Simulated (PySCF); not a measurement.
**Electron correlation in Rh²⁺ (rhodium, charge +2)**

[Kr] 4d7, high-spin 4F determinant. Computed with PySCF 2.14 in x2c-TZVPPall with one added diffuse shell each of s, p, d, f type (9s7p7d3f1g, 95 functions), with scalar relativity by spin-free X2C-1e. Frozen: [Ar] 3d10; 15 electrons correlated.

```tsv
level	correlation energy (mhartree)
CCSD	-444.30
(T)	-9.55
CCSD(T)	-453.85
```

Diagnostics: T1 = 0.0043, D1 = 0.0086, largest double amplitude 0.021.

Cost of the coupled-cluster step: of the order of 50 core-seconds, for 15 correlated electrons.

Iterations:

```
CC2 = 0
CCSD nocc = (np.int64(9), np.int64(6)), nmo = (81, 81)
frozen orbitals [[0, 1, 2, 3, 4, 5, 6, 7, 8, 9, 10, 11, 12, 13], [0, 1, 2, 3, 4, 5, 6, 7, 8, 9, 10, 11, 12, 13]]
max_cycle = 100
direct = 0
conv_tol = 1e-08
conv_tol_normt = 1e-06
diis_space = 8
diis_start_cycle = 0
Init t2, MP2 energy = -0.438996077727178
Init E_corr(UCCSD) = -0.438996077728206
cycle = 1  E_corr(UCCSD) = -0.438712155512417  dE = 0.000283922216  norm(t1,t2) = 0.0342792
cycle = 2  E_corr(UCCSD) = -0.443753288280758  dE = -0.00504113277  norm(t1,t2) = 0.0077807
cycle = 3  E_corr(UCCSD) = -0.44405810055393  dE = -0.000304812273  norm(t1,t2) = 0.00330269
cycle = 4  E_corr(UCCSD) = -0.444352129059965  dE = -0.000294028506  norm(t1,t2) = 0.00164275
cycle = 5  E_corr(UCCSD) = -0.444306704096971  dE = 4.5424963e-05  norm(t1,t2) = 0.000697854
cycle = 6  E_corr(UCCSD) = -0.444294108552892  dE = 1.25955441e-05  norm(t1,t2) = 0.000154879
cycle = 7  E_corr(UCCSD) = -0.444303830492241  dE = -9.72193935e-06  norm(t1,t2) = 4.99895e-05
cycle = 8  E_corr(UCCSD) = -0.444303661043272  dE = 1.69448968e-07  norm(t1,t2) = 1.14184e-05
cycle = 9  E_corr(UCCSD) = -0.444302971845627  dE = 6.89197645e-07  norm(t1,t2) = 3.39664e-06
cycle = 10  E_corr(UCCSD) = -0.444303078408551  dE = -1.06562924e-07  norm(t1,t2) = 7.69936e-07
cycle = 11  E_corr(UCCSD) = -0.444303093931422  dE = -1.55228709e-08  norm(t1,t2) = 1.82697e-07
cycle = 12  E_corr(UCCSD) = -0.444303092428091  dE = 1.50333113e-09  norm(t1,t2) = 3.61021e-08
UCCSD converged
E(UCCSD) = -4780.808120711809  E_corr = -0.4443030924280912
UCCSD(T) correction = -0.00955014339407909
```

This basis was not built for core-valence correlation, so the inner-shell part is incomplete.
